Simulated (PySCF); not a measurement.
Structure problem from calculated spectra and properties.

Formula: C4H10Si.

* NMR, other nuclei: isotropic shieldings of nuclei other than C and H, by class: 444 (1 Si) ppm [GIAO PBE0/pcSseg-1]
* Rotational structure: rotational constants A, B, C: 4.533, 3.480, 2.412 GHz [GFN2-xTB]
* XPS: Si2p3/2 106.0, C1s 289.4 (×2), C1s 290.1 (×2), Si1s 1845.8 eV [ΔSCF SCAN, pcX-2 on the ionised atom, pcseg-1 elsewhere, spin-free X2C, 2p3/2 from a spin–orbit splitting computed afterwards within the 2p shell]
* UV, strongest line: among the 8 lowest singlet transitions: S4 at 6.51 eV (190 nm, f = 0.125) [TDDFT B3LYP/def2-SVPD]
* 1H NMR: chemical shifts (computed TMS as zero) by class: 0.39 (4 H), 0.20 (6 H) ppm [GIAO PBE0/pcSseg-1]
* UV, first state: lowest singlet excitation: 5.55 eV (224 nm, f = 0.000) [TDDFT B3LYP/def2-SVPD]
* Dipole: 0.98 D [B3LYP/def2-SVPD]
* 13C NMR: chemical shifts (computed TMS as zero) by class: -1.6 (2 C), -5.1 (2 C) ppm [GIAO PBE0/pcSseg-1]

The electronic properties come from PySCF, for the isolated species, density fitting. Levels stand in brackets. Isolated species at its GFN2-xTB geometry, gas phase. Each NMR value is the plain mean over a class of atoms that symmetry, rotation or inversion makes alike.

Question: What is the compound? Reason from the data.

Answer: Numbering: `[CH3:1][Si:2]1([CH3:3])[CH2:4][CH2:5]1`. Its formula, C4H10Si, gives 1 degree of unsaturation: 1 ring and 0 π bonds in the structure found. 4 carbons fall into 2 classes; from least to most shielded: ring sp3 carbon bound to silicon [C4/C5] (-1.6 ppm, 2 C), Si-methyl carbon [C1/C3] (-5.1 ppm, 2 C). Hydrogen classes from least to most shielded: 4 H on 2 like atoms (sp3 carbon bound to silicon), C4/C5 (0.39 ppm), 6 H on 2 Si-methyl carbons, C1/C3 (0.20 ppm, a mean of values up to 0.9 ppm apart in this geometry). The other shieldings belong to: 444 ppm, four-coordinate silicon [Si2]. The core levels belong to: Si2p3/2 106.0 eV, four-coordinate silicon [Si2]; C1s 289.4 eV, sp3 carbon bound to silicon [C4/C5]; C1s 290.1 eV, Si-methyl carbon [C1/C3]; Si1s 1845.8 eV, four-coordinate silicon [Si2]. The optimised geometry has point group C2v and is an asymmetric top. Structure: `C1[Si](C)(C1)C`. Computed isomers that give other values at the same levels: `C1CC[SiH2]C1` (13C chemical shifts (computed TMS as zero) by class: 32.2 (2 C), 10.2 (2 C) ppm); `C=C[C@H](C)[SiH3]` (13C chemical shifts (computed TMS as zero) by class: 151.1 (1 C), 118.4 (1 C), 29.2 (1 C), 19.7 (1 C) ppm); `C=C[SiH](C)C` (13C chemical shifts (computed TMS as zero) by class: 145.9 (1 C), 142.2 (1 C), -1.9 (2 C) ppm). The assignments are read from this structure; whether some other isomer fits the data as well wasn't checked.
